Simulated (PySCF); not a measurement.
# Sulfur: a sound run and one with changed settings

Sound run: S⁺ [Ne] 3s2 3p3, S²⁺ [Ne] 3s2 3p2. Calculation: PySCF 2.14, in x2c-TZVPall (5s5p2d1f, 37 functions); the spin-free X2C one-electron Hamiltonian (Gaussian nucleus). In the sound run the correlated levels freeze [Ne]. The sound run starts from symmetry-adapted Hartree-Fock orbitals and uses a fine grid where one is needed.

Changed run: basis STO-3G, all-electron and non-relativistic. This setting is unsound on purpose.

```tsv
species	method	sound run (hartree)	changed run (hartree)	converged
S⁺	UHF	-398.24553	-392.92422	yes
S⁺	TPSS	-398.84110	-393.42444	yes
S⁺	B3LYP	-398.83668	-393.40787	yes
S⁺	MP2	-398.33299	-392.92422	yes
S²⁺	UHF	-397.41108	-392.09347	yes
S²⁺	TPSS	-397.98270	-392.56850	yes
S²⁺	B3LYP	-397.98261	-392.55685	yes
S²⁺	MP2	-397.47637	-392.10181	yes
S²⁺	CCSD(T)	-397.50082	-392.10822	yes
```

Ionisation energy of S⁺:

```tsv
method	sound run (eV)	changed run (eV)
UHF	22.706	22.606
TPSS	23.358	23.291
B3LYP	23.240	23.157
MP2	23.310	22.379
SCS-MP2	23.126	22.334
```

A minimal basis cannot let orbitals breathe on ionisation and holds almost no correlation. The Hamiltonian changed with the basis, so the totals do not compare.

For comparison, NIST gives 23.338 eV between the lowest levels.
